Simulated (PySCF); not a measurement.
Mg(SiMe3)(GeH3), C₃H₁₂GeMgSi, SMILES C[Si](C)(C)[Mg][GeH3], GFN2-xTB optimised geometry.

```
18

Mg    -0.92    -0.26     0.00
Si     1.56    -0.26     0.00
C      1.93     1.03     1.38
C      2.05     0.59    -1.66
C      2.77    -1.73     0.27
H      2.97     1.37     1.38
H      1.30     1.91     1.25
H      1.72     0.62     2.37
H      1.42     1.46    -1.84
H      1.92    -0.09    -2.50
H      3.09     0.92    -1.67
H      2.66    -2.48    -0.51
H      2.59    -2.22     1.22
H      3.81    -1.40     0.26
Ge    -2.55     1.63     0.00
H     -1.72     2.45    -1.05
H     -3.81     2.47    -0.17
H     -2.00     2.48     1.19
```

Density from CAM-B3LYP/def2-SVP (PySCF) at that geometry.

Minimum of the electron density along straight lines between bonded atoms, close to the bond critical point (lines longer than 1.1 times the sum of covalent radii, or with two minima, are not listed):

| bond | length / Å | ρ at the minimum / e bohr⁻³ | ∇²ρ there / e bohr⁻⁵ | position (fraction from the first atom) |
|---|---|---|---|---|
| Mg1–Si2 | 2.480 | (withheld) | 0.10 | 0.38 |
| Si2–C3 | 1.923 | 0.106 | 0.30 | 0.38 |
| Si2–C4 | 1.924 | 0.106 | 0.30 | 0.38 |
| Si2–C5 | 1.924 | 0.106 | 0.29 | 0.38 |
| C3–H6 | 1.088 | 0.271 | -0.97 | 0.63 |
| C3–H7 | 1.091 | 0.269 | -0.96 | 0.62 |
| C3–H8 | 1.090 | 0.270 | -0.96 | 0.62 |
| C4–H9 | 1.091 | 0.270 | -0.96 | 0.62 |
| C4–H10 | 1.089 | 0.270 | -0.96 | 0.62 |
| C4–H11 | 1.088 | 0.271 | -0.97 | 0.63 |
| C5–H12 | 1.087 | 0.272 | -0.98 | 0.63 |
| C5–H13 | 1.087 | 0.272 | -0.98 | 0.63 |
| C5–H14 | 1.088 | 0.271 | -0.97 | 0.63 |
| Mg1–Ge15 | 2.493 | (withheld) | 0.10 | 0.38 |
| Ge15–H16 | 1.567 | 0.121 | 0.05 | 0.59 |
| Ge15–H17 | 1.527 | 0.131 | (withheld) | 0.59 |
| Ge15–H18 | 1.556 | 0.124 | 0.05 | 0.59 |

Question: Fill in the missing entries.

Answer: 
- Mg1–Si2, ρ at the minimum / e bohr⁻³: 0.043
- Mg1–Ge15, ρ at the minimum / e bohr⁻³: 0.037
- Ge15–H17, ∇²ρ there / e bohr⁻⁵: 0.06
